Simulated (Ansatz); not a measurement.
Several settings on one geometry of Pt3H2⁺ (that of the charge 1 doublet, PBE0-D4/def2-TZVP). Ansatz on 2 threads of Intel Xeon 6975P-C on a shared host; times are rough.

```xyz
5

Pt   -0.7200   -1.0964   -0.3542
Pt    0.0016    1.0033    0.9164
Pt    1.3345    0.1732   -1.0441
H    -0.7736    1.8721   -0.0362
H     0.1574   -1.9521    0.5181
```

Totals from different functionals, basis sets or treatments of relativity can't be compared as stabilities.

In the def2 sets Pt takes a core potential; there is no spin–orbit coupling. LC-ωPBE has ω = 0.4 bohr⁻¹. Correlated methods freeze no core orbitals; core or outer-core shells of Pt are correlated, in sets that lack core-valence functions.

The spins typed aren't always the lowest for that charge.

Q: Give the basis size and estimate the energy, ⟨S²⟩ and time of these runs.

```json
{"run": "1", "method": "UKS BLYP/def2-mTZVP", "charge": "1", "state": "doublet", "further keys": "scf: {omitted_lower_state_checks: [starts]}"}
{"run": "2", "method": "UKS ωB97/def2-SVPD", "charge": "1", "state": "quartet", "further keys": "scf: {omitted_lower_state_checks: [starts]}"}
{"run": "3", "method": "RKS PBE-QIDH/def2-SVP", "charge": "0", "state": "singlet", "further keys": "final_grid: {core_spheres: 8, valence_spheres: 7, degree: 23}; scf: {lower_state_search: full}; forces asked"}
{"run": "4", "method": "UKS ωB97/def2-mTZVP", "charge": "1", "state": "doublet", "further keys": "fitting: {mean_field: def2-universal-jkfit}; point_charges: [{charge: 2.00, position_ang: [5.198, -0.020, 0.454]}]; scf: {omitted_lower_state_checks: [starts]}; forces asked"}
{"run": "5", "method": "UKS LC-ωPBE/def2-mTZVPP", "charge": "1", "state": "doublet", "further keys": "final_grid: {core_spheres: 20, valence_spheres: 16, degree: 47}; point_charges: [{charge: 2.00, position_ang: [5.639, 0.935, 0.444]}]; scf: {lower_state_search: off}; forces asked"}
{"run": "6", "method": "UHF/def2-TZVPD", "charge": "1", "state": "doublet", "further keys": "forces asked"}
```

A: 
```csv
run,functions,energy (Eh),⟨S²⟩,wall time
1,114,-358.8807,0.76,3 s
2,121,-358.8788,3.81,35 s
3,106,-358.5130,–,8.5 s
4,114,-358.7233,0.80,12 s
5,118,-358.7622,0.82,6 s
6,147,-356.1453,1.03,50 s
```

At RKS PBE-QIDH/def2-SVP the restricted singlet is unstable: a solution with broken spin symmetry lies lower. At UHF/def2-TZVPD the charge 1 doublet is spin-contaminated (final ⟨S²⟩ up to 1.03, 0.75 for a pure state).
